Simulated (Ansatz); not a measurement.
C₃H₆BNO, SMILES `BC1OCC1=N` at its PBE0-D4/def2-TZVP geometry, where that method's forces vanish. The species carries charge 0 and has multiplicity 1.

```tsv
atom	x (Å)	y (Å)	z (Å)
B1	-0.8912	-1.4439	1.0000
C2	-0.6264	0.0197	0.5649
O3	-1.2483	0.5140	-0.6485
C4	0.0056	0.8704	-1.2333
C5	0.7400	0.3417	-0.0225
N6	1.9059	0.1820	0.4000
H7	-1.6833	-2.1252	0.4235
H8	-0.2759	-1.8633	1.9330
H9	-0.8339	0.6908	1.4171
H10	0.2029	0.3380	-2.1709
H11	0.1077	1.9503	-1.3962
H12	2.5968	0.5255	-0.2672
```

Q: For each bond, give half the difference of the two atoms' forces along it (eV/Å; positive pushes the atoms apart) under PBE-D4, r2SCAN-D4, B3LYP-D4, ωB97M-V in def2-TZVPP. (An estimate is asked.)

A: The calculation gave: 
| bond | length (Å) | PBE-D4 | r2SCAN-D4 | B3LYP-D4 | ωB97M-V |
| --- | --- | --- | --- | --- | --- |
| B1–C2 | 1.550 | -0.27 | -0.15 | -0.05 | 0.05 |
| B1–H7 | 1.193 | 0.10 | -0.02 | -0.11 | -0.13 |
| B1–H8 | 1.194 | 0.07 | -0.02 | -0.10 | -0.13 |
| C2–O3 | 1.450 | 0.47 | 0.39 | 0.36 | 0.20 |
| C2–C5 | 1.522 | 0.07 | 0.11 | 0.13 | 0.08 |
| C2–H9 | 1.104 | 0.13 | -0.05 | -0.17 | -0.18 |
| O3–C4 | 1.429 | 0.43 | 0.33 | 0.35 | 0.26 |
| C4–C5 | 1.512 | -0.14 | 0.00 | 0.15 | 0.16 |
| C4–H10 | 1.096 | 0.07 | -0.07 | -0.17 | -0.18 |
| C4–H11 | 1.097 | 0.08 | -0.06 | -0.16 | -0.19 |
| C5–N6 | 1.250 | 0.51 | 0.17 | 0.04 | 0.02 |
| N6–H12 | 1.020 | 0.20 | 0.00 | -0.05 | -0.06 |

B3LYP here is the variant with VWN-RPA as its local correlation; programs differ in this.

All numbers were calculated with Ansatz.
